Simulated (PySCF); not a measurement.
BaF2, charge +1, doublet, geometry from GFN2-xTB (such geometries of metal compounds can be far from the true shape) (a state made from the parent by changing its charge; the spin is typed, not shown lowest) (core potentials on Ba); PySCF with CASSCF(9,7)/def2-SVP.

Input for PySCF:
```python
from pyscf import gto, scf, mcscf
import numpy

mol = gto.M(
    atom='''
Ba    0.42804912    0.06039770   -0.06732969
F    -1.65166772    0.95085836   -0.80315436
F    -1.01174903   -1.32666624    1.22209468
''',
    basis='def2-svp',
    ecp={'Ba': 'def2-svp'},
    charge=1,
    spin=1,
    verbose=4,
)

mf = scf.ROHF(mol)
mf.kernel()
mc = mcscf.CASSCF(mf, 7, 9)
mc.fix_spin_(ss=0.75)
mc.kernel()
occ = numpy.linalg.eigvalsh(mc.fcisolver.make_rdm1(mc.ci, mc.ncas, mc.nelecas))[::-1]
ss = mc.fcisolver.spin_square(mc.ci, mc.ncas, mc.nelecas)[0]
print('natural occupations', occ.round(4), ' <S^2>', round(ss, 4))
```

It wrote (shortened):

```
PySCF version 2.14.0

[INPUT] verbose = 4
[INPUT] num. atoms = 3
[INPUT] num. electrons = 27
[INPUT] charge = 1
[INPUT] spin (= nelec alpha-beta = 2S) = 1
[INPUT] symmetry False subgroup None
[INPUT] Mole.unit = angstrom
[INPUT] Symbol           X                Y                Z      unit          X                Y                Z       unit  Magmom
[...]
nuclear repulsion = 53.8026802986031
number of shells = 21
number of NR pGTOs = 97
number of NR cGTOs = 51
basis = def2-svp
ecp = {'Ba': 'def2-svp'}

******** <class 'pyscf.scf.rohf.ROHF'> ********
method = ROHF
initial guess = minao
damping factor = 0
level_shift factor = 0
DIIS = <class 'pyscf.scf.diis.CDIIS'>
diis_start_cycle = 1
diis_space = 8
diis_damp = 0
SCF conv_tol = 1e-09
SCF conv_tol_grad = None
SCF max_cycles = 50
direct_scf = True
direct_scf_tol = 1e-13
num. doubly occ = 13  num. singly occ = 1
Set gradient conv threshold to 3.16228e-05
init E= -213.180929092573
[...]
cycle= 1 E= -223.470786359895  delta_E= -10.3  |g|= 0.511  |ddm|= 1.58
[...]
cycle= 2 E= -223.513723865026  delta_E= -0.0429  |g|= 0.285  |ddm|= 0.388
[...]
cycle= 3 E= -223.528198604281  delta_E= -0.0145  |g|= 0.0284  |ddm|= 0.145
[...]
cycle= 4 E= -223.528485284564  delta_E= -0.000287  |g|= 0.00544  |ddm|= 0.0239
[...]
cycle= 5 E= -223.528518732106  delta_E= -3.34e-05  |g|= 0.002  |ddm|= 0.00908
[...]
cycle= 6 E= -223.528533740447  delta_E= -1.5e-05  |g|= 0.0014  |ddm|= 0.00636
[...]
cycle= 7 E= -223.528546228679  delta_E= -1.25e-05  |g|= 0.00126  |ddm|= 0.00599
[...]
cycle= 8 E= -223.528579548428  delta_E= -3.33e-05  |g|= 0.00091  |ddm|= 0.0195
[...]
cycle= 9 E= -223.528612247039  delta_E= -3.27e-05  |g|= 0.000428  |ddm|= 0.038
[...]
cycle= 10 E= -223.528613170561  delta_E= -9.24e-07  |g|= 0.000158  |ddm|= 0.00347
[...]
cycle= 11 E= -223.528613816966  delta_E= -6.46e-07  |g|= 0.00017  |ddm|= 0.00622
[...]
cycle= 12 E= -223.52861381787  delta_E= -9.03e-10  |g|= 0.000157  |ddm|= 0.000231
[...]
cycle= 13 E= -223.52861384078  delta_E= -2.29e-08  |g|= 0.000351  |ddm|= 0.000343
[...]
cycle= 14 E= -223.528613811799  delta_E= 2.9e-08  |g|= 5.56e-05  |ddm|= 0.000494
[...]
cycle= 15 E= -223.528613811617  delta_E= 1.81e-10  |g|= 2.67e-06  |ddm|= 0.000124
[...]
Extra cycle  E= -223.528613811622  delta_E= -4.55e-12  |g|= 1.11e-06  |ddm|= 2.75e-06
converged SCF energy = -223.528613811622

******** <class 'pyscf.mcscf.mc1step.CASSCF'> ********
CAS (5e+4e, 7o), ncore = 9, nvir = 35
max_cycle_macro = 50
max_cycle_micro = 4
[...]
CASCI E = -223.529527882849  S^2 = 0.7500000
[...]
macro iter  40 ( 21 JK    4 micro), CASSCF E = -223.645350473686  dE = -1.36197071e-05  S^2 = 0.7500000
               |grad[o]|=0.00775  |grad[c]|=0.000812  |ddm|=0.000684  |maxRot[o]|=0.0192
macro iter  41 ( 21 JK    4 micro), CASSCF E = -223.645377121147  dE = -2.66474609e-05  S^2 = 0.7500000
               |grad[o]|=0.00763  |grad[c]|=0.00218  |ddm|=0.000646  |maxRot[o]|=0.079
macro iter  42 ( 21 JK    4 micro), CASSCF E = -223.645430056379  dE = -5.29352320e-05  S^2 = 0.7500000
               |grad[o]|=0.00711  |grad[c]|= 0.01  |ddm|=0.00222  |maxRot[o]|=0.144
macro iter  43 ( 21 JK    4 micro), CASSCF E = -223.645439270651  dE = -9.21427247e-06  S^2 = 0.7500000
               |grad[o]|=0.00856  |grad[c]|=0.00209  |ddm|=0.0017  |maxRot[o]|=0.0621
macro iter  44 ( 21 JK    4 micro), CASSCF E = -223.645415013126  dE =  2.42575248e-05  S^2 = 0.7500000
               |grad[o]|=0.00797  |grad[c]|=0.00214  |ddm|=0.00205  |maxRot[o]|=0.0416
macro iter  45 ( 21 JK    4 micro), CASSCF E = -223.645425659914  dE = -1.06467880e-05  S^2 = 0.7500000
               |grad[o]|=0.00803  |grad[c]|=0.00105  |ddm|=0.000793  |maxRot[o]|=0.0103
macro iter  46 ( 21 JK    4 micro), CASSCF E = -223.645429088866  dE = -3.42895223e-06  S^2 = 0.7500000
               |grad[o]|=0.00752  |grad[c]|=0.00217  |ddm|=0.00141  |maxRot[o]|=0.0093
macro iter  47 ( 21 JK    4 micro), CASSCF E = -223.645434138118  dE = -5.04925166e-06  S^2 = 0.7500000
               |grad[o]|=0.00699  |grad[c]|=0.00297  |ddm|=0.00176  |maxRot[o]|=0.00973
macro iter  48 (  7 JK    2 micro), CASSCF E = -223.645497025422  dE = -6.28873040e-05  S^2 = 0.7500000
               |grad[o]|=0.0067  |grad[c]|=0.00158  |ddm|=0.000709  |maxRot[o]|=0.0594
macro iter  49 (  7 JK    2 micro), CASSCF E = -223.645554094105  dE = -5.70686832e-05  S^2 = 0.7500000
               |grad[o]|=0.00614  |grad[c]|=0.00402  |ddm|=0.0014  |maxRot[o]|=0.0644
macro iter  50 (  7 JK    2 micro), CASSCF E = -223.645604755897  dE = -5.06617921e-05  S^2 = 0.7500000
               |grad[o]|=0.00621  |grad[c]|=0.00765  |ddm|=0.0046  |maxRot[o]|=0.0668
1-step CASSCF not converged,  50 macro (995 JK 193 micro) steps
CASSCF canonicalization
Density matrix diagonal elements [1.98582988 1.97636115 1.97913917 1.54379649 1.44305519 0.03390898
 0.03790914]
CASSCF energy = -223.645604755897
CASCI E = -223.645604755897  E(CI) = -26.1756056095464  S^2 = 0.7500000
natural occupations [2.     1.9997 1.9824 1.9813 1.     0.0189 0.0177]  <S^2> 0.75
```

Convergence was not reached.
